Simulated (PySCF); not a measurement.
Molecule: `[SiH3]n1cccc1`, C4H7NSi.

Bonds (- single, = double, # triple, : aromatic): Si1-N2, N2:C3, C3:C4, C4:C5, C5:C6, C6:N2. Si1 carries H7, H8, H9; C3 carries H10; C4 carries H11; C5 carries H12; C6 carries H13.

Frames of a GFN2-xTB Langevin trajectory at 600 K; GIAO PBE0/pcSseg-1 shieldings in PySCF 2.14, gas phase, non-relativistic; equivalent atoms averaged within each frame.

Scale: ²⁹Si (σref 349.16) and ¹³C (σref 186.93) and ¹H (σref 31.72) against TMS; ¹⁵N (σref 267.73) vs NH3 (reference shieldings calculated alike). The references are static minima.

How do the shifts (ppm) fluctuate along the trajectory?

Answers


```tsv
time (fs)	Si1	N2	C3/C6	C4/C5	H11/H12	H10/H13	H7/H8/H9
optimised geometry	-50.7	162.5	128.2	118.2	6.62	6.71	5.10
250	-46.5	181.7	136.4	116.6	6.97	6.57	5.58
425	-60.6	160.7	129.3	122.4	6.98	6.57	5.07
625	-39.2	182.1	137.1	119.2	6.55	7.97	6.30
800	-55.4	171.9	133.2	113.8	6.48	7.29	5.68
1000	-63.5	156.6	134.8	127.7	7.18	7.41	5.71
mean of frames	-53.0	170.6	134.2	119.9	6.83	7.16	5.67
standard deviation	10.1	11.7	3.1	5.4	0.30	0.60	0.44
```

5 frames give an uncertainty of the mean of about the standard deviation over 2.2 at best, since frames this close in time may not be independent; classical motion lacks zero-point vibration, and the reference would need the same averaging.
